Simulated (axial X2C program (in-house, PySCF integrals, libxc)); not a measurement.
**Spectroscopic constants of TaN⁺**

All values were computed with an in-house all-electron X2C program for linear molecules (integrals from PySCF). Spin-free means the one-electron spin-free X2C Hamiltonian; two-component (2c) means X2C with spin–orbit coupling and atomic mean-field two-electron Coulomb and Gaunt terms, so the difference of the two also holds small scalar two-electron terms. Basis: Ta dyall-cv3z [13s14p9d7f4g], N dyall-av3z [7s7p3d2f] (cores contracted in-house); Gaussian nuclei, density fitting, unrestricted open shells. Masses: Ta 180.948 u, N 14.003 u.

State, spin-free: M_S = 1/2, Λ = 0 (beyond evenly filled blocks: σα); electrons by block: σα: 16, σβ: 15, π+α: 8, π+β: 8, π-α: 8, π-β: 8, δ+α: 3, δ+β: 3, δ-α: 3, δ-β: 3, φ+α: 1, φ+β: 1, φ-α: 1, φ-β: 1. Fragments: Ta+ + N.

State, 2c: Ω = 1/2 (⟨Sz⟩ = 0.50, ⟨Lz⟩ = 0.00 at PBE0); electrons by block: 1/2: 24, -1/2: 23, 3/2: 11, -3/2: 11, 5/2: 4, -5/2: 4, 7/2: 1, -7/2: 1. Fragments: Ta+ + N.

```csv
Hamiltonian,level,Re (Å),ωe (cm⁻¹),Be (cm⁻¹),αe (cm⁻¹),De (eV),μ (D)
spin-free,PBE0,1.640,1166.9,0.4823,0.002,5.35,-3.84
spin-free,B97-3,1.639,1178.5,0.4829,0.00206,5.74,-3.86
2c,PBE0,1.639,1162.8,0.4826,0.00204,n/a,-3.81
```

Dipoles are positive if N is the positive end and refer to the centre of mass.

The state is one determinant whose occupation by symmetry is held fixed; it was picked as the lowest of a PBE0 search that is not exhaustive. Dissociation energies refer to the lowest single-determinant-based atoms at the same level and basis. De is not given where an atomic determinant may have missed its ground term or J level, or where the truncated virtual space spoils (T). Density functionals use the spin component along the axis (collinear). PBE0 can misorder states that lie within some tenths of an eV, so this need not be the ground state of the molecule. The nearest other spin-free determinant of the search, M_S = 1/2, Λ = 2, lies 0.28 eV up at the distance of the search. Without a current term, density functionals place determinants with orbital angular momentum somewhat too high. The determinant is spin-polarised beyond a pure state at some levels (its spin-free form has ⟨S²⟩ too high), which makes Re and μ there less reliable.

No reliable constants came from B97-3 (2c), HF (2c), HF (spin-free), MP2 (2c), MP2 (spin-free): no minimum in range, unconverged points, a curve that is not smooth, a change of character along it, or the two Hamiltonians disagreeing along it.

Rough cost a point (2c) on 1 thread(s) of a shared host, integrals apart: PBE0 1.5 s.
